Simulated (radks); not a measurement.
Results of a calculation; reference values are marked as such.
Problem. The mercury ion Hg2+, 78 electrons, occupied as [Xe] 4f14 5d10. Code: a radial shooting solver on a logarithmic mesh with Libxc functionals. Model: Dirac Kohn-Sham, PBEsol, spin-unpolarised, spherical densities, point nucleus.

Spin-orbit splittings of the eigenvalues, e(l+1/2) - e(l-1/2), with zeta = 2 splitting/(2l+1) and mean radii in bohr:

shell  occ.  splitting (eV)  zeta (eV)  <r> j=l-1/2  <r> j=l+1/2
2p        6            1947       1298      0.05693      0.06561
3p        6           431.2      287.5       0.1705       0.1864
3d       10               ?          ?       0.1622       0.1670
4p        6           104.2      69.48       0.4012       0.4355
4d       10           19.43      7.771       0.4426       0.4537
4f       14           4.193      1.198       0.4793       0.4861
5p        6           18.32      12.21       0.9720        1.069
5d       10           1.928     0.7713        1.411        1.464
6p        0           1.729      1.153        2.837        3.112

Estimate the 3d splitting.

Solution. 92.40 eV (zeta = 36.96 eV).
